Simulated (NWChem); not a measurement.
# C3H6OSi; SMILES C1([SiH2]OC=1)C

```xyz
11

C      0.2738    -2.2185     0.0000
C      0.0024    -0.7494     0.0000
C     -1.1662    -0.0735     0.0000
O     -0.9549     1.3098     0.0000
Si     0.7398     0.9525     0.0000
H      0.8522    -2.5260    -0.8812
H      0.8522    -2.5260     0.8812
H     -0.6593    -2.7957     0.0000
H     -2.2057    -0.4026     0.0000
H      1.4299     1.4724    -1.2097
H      1.4299     1.4724     1.2097
```
Atoms are numbered in this order, from 1.

Level: B3LYP/6-31G* (spherical d) (NWChem), optimised geometry, unscaled harmonic frequencies. 

Q: List the harmonic frequencies with IR intensities, and the thermochemistry.

A: 
```json
[
 {"frequency (cm⁻¹)": "150", "IR intensity (km/mol)": "0.1"},
 {"frequency (cm⁻¹)": "246", "IR intensity (km/mol)": "4.0"},
 {"frequency (cm⁻¹)": "276", "IR intensity (km/mol)": "2.6"},
 {"frequency (cm⁻¹)": "309", "IR intensity (km/mol)": "3.4"},
 {"frequency (cm⁻¹)": "577", "IR intensity (km/mol)": "2.1"},
 {"frequency (cm⁻¹)": "596", "IR intensity (km/mol)": "3.7"},
 {"frequency (cm⁻¹)": "614", "IR intensity (km/mol)": "31.9"},
 {"frequency (cm⁻¹)": "679", "IR intensity (km/mol)": "93.3"},
 {"frequency (cm⁻¹)": "744", "IR intensity (km/mol)": "33.9"},
 {"frequency (cm⁻¹)": "781", "IR intensity (km/mol)": "18.3"},
 {"frequency (cm⁻¹)": "915", "IR intensity (km/mol)": "26.6"},
 {"frequency (cm⁻¹)": "998", "IR intensity (km/mol)": "197.9"},
 {"frequency (cm⁻¹)": "1021", "IR intensity (km/mol)": "9.2"},
 {"frequency (cm⁻¹)": "1070", "IR intensity (km/mol)": "0.2"},
 {"frequency (cm⁻¹)": "1098", "IR intensity (km/mol)": "170.9"},
 {"frequency (cm⁻¹)": "1224", "IR intensity (km/mol)": "14.1"},
 {"frequency (cm⁻¹)": "1290", "IR intensity (km/mol)": "8.5"},
 {"frequency (cm⁻¹)": "1448", "IR intensity (km/mol)": "0.5"},
 {"frequency (cm⁻¹)": "1510", "IR intensity (km/mol)": "6.5"},
 {"frequency (cm⁻¹)": "1524", "IR intensity (km/mol)": "6.1"},
 {"frequency (cm⁻¹)": "1656", "IR intensity (km/mol)": "43.3"},
 {"frequency (cm⁻¹)": "2254", "IR intensity (km/mol)": "160.3"},
 {"frequency (cm⁻¹)": "2262", "IR intensity (km/mol)": "179.2"},
 {"frequency (cm⁻¹)": "3029", "IR intensity (km/mol)": "45.0"},
 {"frequency (cm⁻¹)": "3079", "IR intensity (km/mol)": "23.6"},
 {"frequency (cm⁻¹)": "3096", "IR intensity (km/mol)": "24.2"},
 {"frequency (cm⁻¹)": "3175", "IR intensity (km/mol)": "24.4"}
]
```

```json
{
  "zero_point_energy": "50.9 kcal/mol",
  "thermal correction to the enthalpy at 298.15 K (with zero-point energy)": "55.2 kcal/mol",
  "heat capacity Cv": "20.9 cal/(mol K)",
  "entropy at 298.15 K and 1 atm (symmetry number 1)": "75.3 cal/(mol K)",
  "dipole_moment": "1.67 D"
}
```

Rigid rotor and harmonic oscillator.
